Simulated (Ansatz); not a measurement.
Reaction (ligand exchange at a Ge–Cl bond): `C[O][GeH]([F])[Cl]` + CH₃SH → `C[O][GeH]([F])[S]C` + HCl

Computed with Ansatz on PBE0-D4/def2-TZVP structures; ΔE is electronic, products minus reactants. CBS: MP2 limit from def2 TZ/QZ plus the TZ coupled-cluster correction, frozen cores. This one scheme is used for every species. DFT in def2-TZVPP. For Ge outer-core shells are correlated without core-valence functions, which leaves a few kJ/mol of doubt a bond. Scalar relativity is left out up to krypton. One conformer a species, not always the lowest.

`C[O][GeH]([F])[Cl]`:

```xyz
9

C    -0.401    0.852    1.076
O    -0.024   -0.467    0.730
Ge    0.499   -0.867   -0.887
F     0.422   -2.581   -0.935
Cl   -0.896   -0.111   -2.312
H     0.440    1.551    1.003
H    -1.220    1.218    0.448
H    -0.739    0.829    2.113
H     1.919   -0.425   -1.236
```

CH₃SH:

Cartesian coordinates in Å:
```
C 0.411 0.248 -0.105
S -0.923 -0.338 0.963
H 1.006 -0.578 -0.492
H 1.049 0.872 0.521
H 0.029 0.856 -0.924
H -1.572 -1.060 0.037
```

`C[O][GeH]([F])[S]C`:

Cartesian coordinates in Å:
```
C 0.148 -2.490 -0.446
O -0.010 -1.872 0.818
Ge -0.334 -0.155 0.945
F -1.833 0.195 0.125
S 1.213 0.984 -0.117
C 0.319 2.556 -0.314
H 0.886 -1.973 -1.068
H 0.494 -3.510 -0.270
H -0.801 -2.530 -0.990
H -0.569 0.160 2.423
H 0.162 3.047 0.646
H 0.957 3.188 -0.931
H -0.632 2.400 -0.820
```

HCl:

```xyz
2

Cl    0.512    0.369    0.102
H    -0.512   -0.369   -0.102
```

Q: Is it downhill or uphill in electronic energy at CCSD(T)/CBS, and by how much? (Best estimate.)

A: The calculation gave: Uphill: ΔE = +17.3 kJ/mol.

Q: What do these levels give: PBE0-D4, PBE0, HF/def2-TZVPP, SCS-MP2/def2-TZVPP, MP2/def2-QZVPP, MP2/CBS(def2)? (Estimate.)

A: The calculation gave: PBE0-D4 18.3, PBE0 22.5, HF/def2-TZVPP 38.8, SCS-MP2/def2-TZVPP 22.2, MP2/def2-QZVPP 17.7, MP2/CBS(def2) 16.3 kJ/mol.

Largest T1 diagnostic among the species: 0.012.

In def2-TZVPP, CCSD(T) changes the Hartree–Fock value by −19.4 kJ/mol (the triples alone add −2.9 kJ/mol) and MP2 by −20.3 kJ/mol. The D4 term adds −7.2 kJ/mol with B3LYP and −4.2 kJ/mol with PBE0; it sums over pairs of atoms, weighted by their polarisabilities, and B3LYP, whose exchange is more repulsive, gets the larger term.

B3LYP here is the variant with VWN-RPA as its local correlation; programs differ in this.
